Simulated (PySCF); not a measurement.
**From a computed spectrum to the compound**

A species of 7 atoms with charge 0 has these harmonic modes (PBE0, small Gaussian bases with core potentials, PySCF 2.14.0):

```json
{"cm⁻¹": "75", "km/mol": "7.1", "symmetry": "a"}
{"cm⁻¹": "121", "km/mol": "0.5", "symmetry": "a"}
{"cm⁻¹": "138", "km/mol": "3.1", "symmetry": "b"}
{"cm⁻¹": "326", "km/mol": "21.5", "symmetry": "b"}
{"cm⁻¹": "375", "km/mol": "67.0", "symmetry": "a"}
{"cm⁻¹": "440", "km/mol": "257.7", "symmetry": "b"}
{"cm⁻¹": "441", "km/mol": "1.1", "symmetry": "a"}
{"cm⁻¹": "469", "km/mol": "140.6", "symmetry": "b"}
{"cm⁻¹": "478", "km/mol": "36.6", "symmetry": "a"}
{"cm⁻¹": "1527", "km/mol": "8.2", "symmetry": "b"}
{"cm⁻¹": "1532", "km/mol": "4.2", "symmetry": "a"}
{"cm⁻¹": "3523", "km/mol": "1.0", "symmetry": "b"}
{"cm⁻¹": "3524", "km/mol": "0.0", "symmetry": "a"}
{"cm⁻¹": "3602", "km/mol": "0.0", "symmetry": "b"}
{"cm⁻¹": "3602", "km/mol": "0.0", "symmetry": "a"}
```

Q: Which species is it, and in which structure?

A: Yb(NH2)2 (singlet in the valence; each metal's 4f electrons, 14 of them, lie in its core potential, out of spins and levels):
```xyz
7

Yb    0.0000    0.0000   -0.1740
N     1.9761    0.0657    0.9026
H     2.0856    0.0209    1.9170
H     2.9292    0.1803    0.5540
N    -1.9761   -0.0657    0.9026
H    -2.0856   -0.0209    1.9170
H    -2.9292   -0.1803    0.5540
```
Ideal gas at 298.15 K and 1 bar: S = 339.2 J/(mol K), Cp = 93.8 J/(mol K), H − H(0 K) = 20.2 kJ/mol (rigid rotor, harmonic modes, spin degeneracy alone, that of the 4f electrons in the core included). An lcecp potential fixes the number of 4f electrons, so in runs with it no electron can move into or out of that shell.
 This is one of several that fit.
